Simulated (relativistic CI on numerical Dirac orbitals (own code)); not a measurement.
Calculated at this level of theory: Dirac equation for one electron, model QED (radiative potential, 1s self-energy scaled to tabulated hydrogen-like ionisation energies) (own radial code, finite nucleus).

CI space: 1s, 2s, 2p, 3s, 3p, 3d, 4s, 4p, 4d, 4f, 5s, 5p, 5d, 5f, 5g, 6s, 6p, 6d. Levels of other configurations are missing.

Outline of the computed level scheme of C VI. Lowest level of each configuration: 1s ²S1/2 at 0.000 eV; 2p ²P°1/2 at 367.474 eV; 2s ²S1/2 at 367.477 eV; 3p ²P°1/2 at 435.547 eV; 3s ²S1/2 at 435.548 eV; 3d ²D3/2 at 435.564 eV; 4p ²P°1/2 at 459.370 eV; 4s ²S1/2 at 459.370 eV; 4d ²D3/2 at 459.377 eV.

Some strong electric-dipole decays among the lowest 14 levels: 2p ²P°1/2 → 1s ²S1/2 (8.1e+11 s⁻¹); 2p ²P°3/2 → 1s ²S1/2 (8.1e+11 s⁻¹); 3p ²P°3/2 → 1s ²S1/2 (2.2e+11 s⁻¹); 3p ²P°1/2 → 1s ²S1/2 (2.2e+11 s⁻¹); 4p ²P°3/2 → 1s ²S1/2 (8.8e+10 s⁻¹); 4p ²P°1/2 → 1s ²S1/2 (8.8e+10 s⁻¹); 3d ²D5/2 → 2p ²P°3/2 (8.4e+10 s⁻¹); 3d ²D3/2 → 2p ²P°1/2 (7.0e+10 s⁻¹).
